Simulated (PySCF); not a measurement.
SMILES c1cccc(-c2ccncc2)c1, singlet, GFN2-xTB optimised geometry.

```
21

C     -2.98     0.19     0.00
C     -2.25     1.07    -0.78
C     -0.87     1.01    -0.78
C     -0.20     0.07     0.00
C      1.27     0.01     0.00
C      1.94    -1.21     0.00
C      3.33    -1.21     0.00
N      4.06    -0.11     0.00
C      3.42     1.05     0.00
C      2.05     1.17     0.00
C     -0.94    -0.81     0.77
C     -2.33    -0.75     0.78
H     -4.06     0.24    -0.01
H     -2.75     1.80    -1.40
H     -0.30     1.69    -1.40
H      1.40    -2.14    -0.02
H      3.88    -2.14     0.00
H      4.06     1.93     0.00
H      1.58     2.14     0.01
H     -0.44    -1.53     1.40
H     -2.89    -1.43     1.39
```

Density from B3LYP/def2-SVP (PySCF 2.14.0) at that geometry.

Minimum of the electron density along straight lines between bonded atoms, close to the bond critical point (lines longer than 1.1 times the sum of covalent radii, or with two minima, are not listed):

| bond | length / Å | ρ at the minimum / e bohr⁻³ | ∇²ρ there / e bohr⁻⁵ | position (fraction from the first atom) |
|---|---|---|---|---|
| C1–C2 | 1.385 | 0.314 | -0.82 | 0.50 |
| C2–C3 | 1.382 | 0.316 | -0.82 | 0.50 |
| C3–C4 | 1.393 | 0.309 | -0.79 | 0.50 |
| C4–C5 | 1.470 | 0.273 | [?] | 0.50 |
| C5–C6 | 1.394 | 0.309 | -0.78 | 0.50 |
| C6–C7 | 1.384 | 0.317 | -0.83 | 0.50 |
| C7–N8 | 1.322 | 0.353 | -1.04 | 0.35 |
| N8–C9 | 1.322 | 0.353 | -1.04 | 0.65 |
| C5–C10 | 1.394 | 0.309 | -0.78 | 0.50 |
| C9–C10 | 1.384 | 0.317 | -0.83 | 0.50 |
| C4–C11 | 1.393 | 0.309 | -0.79 | 0.50 |
| C1–C12 | 1.385 | 0.314 | -0.82 | 0.50 |
| C11–C12 | 1.382 | 0.316 | -0.82 | 0.50 |
| C1–H13 | 1.080 | 0.284 | -1.08 | 0.63 |
| C2–H14 | 1.080 | 0.284 | -1.08 | 0.63 |
| C3–H15 | 1.080 | 0.284 | -1.08 | 0.63 |
| C6–H16 | 1.079 | 0.284 | -1.08 | 0.63 |
| C7–H17 | 1.083 | 0.288 | -1.12 | 0.64 |
| C9–H18 | 1.083 | 0.288 | -1.12 | 0.64 |
| C10–H19 | 1.079 | 0.284 | -1.08 | 0.63 |
| C11–H20 | 1.080 | 0.284 | -1.08 | 0.63 |
| C12–H21 | 1.080 | 0.284 | -1.08 | 0.63 |

Complete the blanks.


- C4–C5, ∇²ρ there / e bohr⁻⁵: -0.67
